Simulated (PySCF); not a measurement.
Removal energies of Hg⁵²⁺ from EOM-IP-GCCSD

Reference: closed-shell Hg⁵²⁺, [Ar] 3d10; one electron is removed. Calculated with PySCF 2.14, two-component X2C-1e with screened spin-orbit coupling, an uncontracted even-tempered set (18 s from 4.9 bohr⁻², ratio 2.6; 15 p from 6.4 bohr⁻², ratio 2.6; 10 d from 6.4 bohr⁻², ratio 2.6; 5 f from 6.6 bohr⁻², ratio 2.8); frozen [Ar]; the 98 highest virtual spinors dropped; of the others 70 kept and the rest restored at second order. No Breit or QED terms. Binding energies in eV.

| level | Koopmans |
| --- | --- |
| 3d3/2 | 5162.0 |
| 3d5/2 | 5062.4 |

How does correlation move these levels?

3d3/2: second order 5161.2, EOM-CCSD 5161.3; 3d5/2: second order 5061.8, EOM-CCSD 5061.9.

For comparison, the ionisation energy of Hg⁵²⁺ is 5055 ± 4 eV (theoretical estimate listed by NIST; NIST Atomic Spectra Database, ionization energies).
